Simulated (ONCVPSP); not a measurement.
## Pseudopotential generation for magnesium: ONCV, LDA (Perdew-Wang 92), scalar-relativistic.

ONCVPSP 4.0.1 was run on this input:

```
# ATOM AND REFERENCE CONFIGURATION
# atsym  z   nc   nv     iexc    psfile
  Mg 12.00    3    1  -001012      upf
#
#   n    l    f
    1    0    2.00
    2    0    2.00
    2    1    6.00
    3    0    2.00
#
# PSEUDOPOTENTIAL AND OPTIMIZATION
# lmax
    1
#
#   l,   rc,      ep,       ncon, nbas, qcut
    0    2.30    0.00    5    9    3.40
    1    1.75    0.31    4    7    4.70
#
# LOCAL POTENTIAL
# lloc, lpopt,  rc(5),   dvloc0
    1    5    1.75    0.00
#
# VANDERBILT-KLEINMAN-BYLANDER PROJECTORs
# l, nproj, debl
    0    2    2.10
    1    0    3.20
#
# MODEL CORE CHARGE
# icmod, fcfact, rcfact
    3    5.00    1.05
#
# LOG DERIVATIVE ANALYSIS
# epsh1, epsh2, depsh
   -2.00    5.00    0.02
#
# OUTPUT GRID
# rlmax, drl
    6.00    0.01
#
# TEST CONFIGURATIONS
# ncnf
    4
# nvcnf
#   n    l    f
    1
    3    0    1.00
#
    1
    3    0    1.50
#
    2
    3    0    1.00
    3    1    1.00
#
    2
    3    0    0.00
    3    1    2.00
#
```

Command:

```bash
oncvpsp.x < Mg.dat > Mg.out
```

Resulting log (shortened: citation, most of the input echo, consistency checks and plot data are left out):

```
ONCVPSP  (Optimized Norm-Conservinng Vanderbilt PSeudopotential)
scalar-relativistic version 4.0.1

#   n    l    f        energy (Ha)
    1    0    2.00    -4.6062488E+01
    2    0    2.00    -2.9141095E+00
    2    1    6.00    -1.7171481E+00
    3    0    2.00    -1.7573143E-01

Reference configufation results
  iterations    25
  all-electron total energy (Ha)   -1.99456229D+02

Begin loop to  construct optimized pseudo wave functions
and semi-local pseudopoentials for all angular momenta

   Wellstate for l =  0  n =  5
     eigenvalue =   1.9243
     asymptotic potential =   2.4243
     half-point radius =  4.2654

Calculating optimized projector #   1

 for l=   0

    Fraction of norm inside rc  0.280685
    Optimizing pswf for qcut=   3.41 a_B^-1,  ecut=   5.81 Ha
    Residual kinetic energy error=  6.24D-05 Ha

    Energy error per electron        Cutoff
         Ha          eV             Ha
         0.01000     0.27211        2.21
         0.00100     0.02721        4.01
         0.00010     0.00272        5.54
         0.00001     0.00027       11.82

Calculating optimized projector #   2

 for l=   0

    Fraction of norm inside rc  0.153260
    Optimizing pswf for qcut=   3.41 a_B^-1,  ecut=   5.81 Ha
    Residual kinetic energy error=  2.11D-03 Ha

    Energy error per electron        Cutoff
         Ha          eV             Ha
         0.01000     0.27211        5.05
         0.00100     0.02721        6.45
         0.00010     0.00272       31.92
         0.00001     0.00027       54.22

   Wellstate for l =  1  n =  4
     eigenvalue =   0.3100
     asymptotic potential =   0.8100
     half-point radius =  8.1206

Calculating optimized projector #   1

 for l=   1

    Fraction of norm inside rc  0.064742
    Optimizing pswf for qcut=   4.70 a_B^-1,  ecut=  11.06 Ha
    Residual kinetic energy error=  1.12D-03 Ha

    Energy error per electron        Cutoff
         Ha          eV             Ha
         0.01000     0.27211        1.29
         0.00100     0.02721       11.58
         0.00010     0.00272       43.07
         0.00001     0.00027       52.77

Construct Vanderbilt / Kleinmman-Bylander projectors

B matrix Hermiticity error, ll=   0
   1   2   -5.5230E-05

  Orthonormal projector coefficients -2.9663E+01  2.7590E+00

Model core correction analysis
  based on d2Exc/dn_idn_j

d2excae - all-electron derivatives

   -3.598408D-02

d2excps - pseudofunction derivatives with no core correction

   -4.125304D-02

rms 2nd derivative error    5.268958E-03

rmatch, rhocmatch    1.6928    0.1597

Teter function model core charge with specified parameters

d2excps - pseudofunction derivatives with core correction

   -3.928902D-02

rms 2nd derivative error    3.304937E-03

Pseudoatom total energy   -0.841261

Diagnostic tests using Vanderbilt-Kleinman-Bylander pseudopotentials
  1 or more projectors used as specified by nproj input data

   l    rcore       rmatch      e in        delta e   norm test  slope test

   0   2.3104765   2.3806276  -0.1757314  -0.0000003   1.0000189   1.0000037
   0   2.3104765   2.3806276   1.9242686   0.0000113   0.9999270   0.9999270

   1   1.7546659   1.8079414   0.3100000   0.0000026   1.0000008   1.0000008

 Testing for bound ghosts
   n   l    E NL Schr. Eq   E Basis Diag.   E Cutoff

       0                      -15.063647     64.94  WARNING - GHOST(-)
   1   0       -0.175732       -0.168632     64.94

 Testing for highly-localized positive-energy ghosts
       l    <radius>/rc     E Basis Diag.   E Cutoff

       0        0.874831        7.407948     64.94  WARNING - GHOST(+)

       0        0.931134       21.702839     64.94  WARNING - GHOST(+)

Test configuration 0

   n   l     f        eae           eps        diff
   1   0  2.0000  -46.06248790
   2   0  2.0000   -2.91410945
   2   1  6.0000   -1.71714805
   3   0  2.0000   -0.17573143   -0.17573169   -2.61D-07

    Total energies and differences
      AE_ref= -1.99456229D+02  AE_tst= -1.99456229D+02  dif=  0.00D+00
      PS_ref= -8.41260832D-01  PS_tst= -8.41260832D-01  dif= -2.22D-16
      PSP excitation error=  2.22D-16

Test configuration 1

   n   l     f        eae           eps        diff
   1   0  2.0000  -46.40244118
   2   0  2.0000   -3.24899108
   2   1  6.0000   -2.05151212
   3   0  1.0000   -0.42340313   -0.42155814    1.84D-03

    Total energies and differences
      AE_ref= -1.99456229D+02  AE_tst= -1.99159742D+02  dif=  2.96D-01
      PS_ref= -8.41260832D-01  PS_tst= -5.45378446D-01  dif=  2.96D-01
      PSP excitation error=  6.05D-04

Test configuration 2

   n   l     f        eae           eps        diff
   1   0  2.0000  -46.22178126
   2   0  2.0000   -3.07142590
   2   1  6.0000   -1.87426267
   3   0  1.5000   -0.29494756   -0.29448648    4.61D-04

    Total energies and differences
      AE_ref= -1.99456229D+02  AE_tst= -1.99339028D+02  dif=  1.17D-01
      PS_ref= -8.41260832D-01  PS_tst= -7.24147636D-01  dif=  1.17D-01
      PSP excitation error=  8.78D-05

Test configuration 3

   n   l     f        eae           eps        diff
   1   0  2.0000  -46.13954840
   2   0  2.0000   -2.98998691
   2   1  6.0000   -1.79242991
   3   0  1.0000   -0.21186727   -0.21104054    8.27D-04
   3   1  1.0000   -0.07813397   -0.07860752   -4.74D-04

    Total energies and differences
      AE_ref= -1.99456229D+02  AE_tst= -1.99326824D+02  dif=  1.29D-01
      PS_ref= -8.41260832D-01  PS_tst= -7.12850509D-01  dif=  1.28D-01
      PSP excitation error=  9.95D-04

Test configuration 4

   n   l     f        eae           eps        diff
   1   0  2.0000  -46.20750093
   2   0  2.0000   -3.05715536
   2   1  6.0000   -1.85887579
   3   1  2.0000   -0.09910022   -0.09930843   -2.08D-04

    Total energies and differences
      AE_ref= -1.99456229D+02  AE_tst= -1.99189191D+02  dif=  2.67D-01
      PS_ref= -8.41260832D-01  PS_tst= -5.76934654D-01  dif=  2.64D-01
      PSP excitation error=  2.71D-03
```

Note: ghosts flagged at negative energy: s at -409.9 eV; GHOST(+) flagged for s at 201.6 eV, s at 590.6 eV. A true bound ghost makes a file unfit for plane-wave use.

The run took about 1.6 s on one core of a shared server CPU.
